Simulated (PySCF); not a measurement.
B(F)2(SH) (BF2HS), SMILES B(F)(F)S. The structure is a stationary point at ωB97X-D3(BJ)/def2-SVP. One conformer was computed; it need not be the lowest.

These are ωB97X-D3(BJ)/def2-SVP run with PySCF values and carry that method's errors.

Harmonic wavenumbers (cm⁻¹): 301, 363, 418, 586, 690, 837, 1271, 1450, 2775. Rotational constants (GHz): 9.946, 4.534, 3.115; symmetry number 1.

Problem. Work out the zero-point energy and the ideal-gas rigid-rotor harmonic-oscillator thermochemistry at 298.15 K and 1 atm.

Solution. ZPE = ½ Σ hcν = ½ × 8691 cm⁻¹ = 12.42 kcal/mol. H − E(el) = 15.69 kcal/mol. Entropy in cal/(mol K): translation 39.12, rotation 25.24, vibration 4.44, total 68.80. G − E(el) = -4.82 kcal/mol. Cp = 15.35 cal/(mol K).
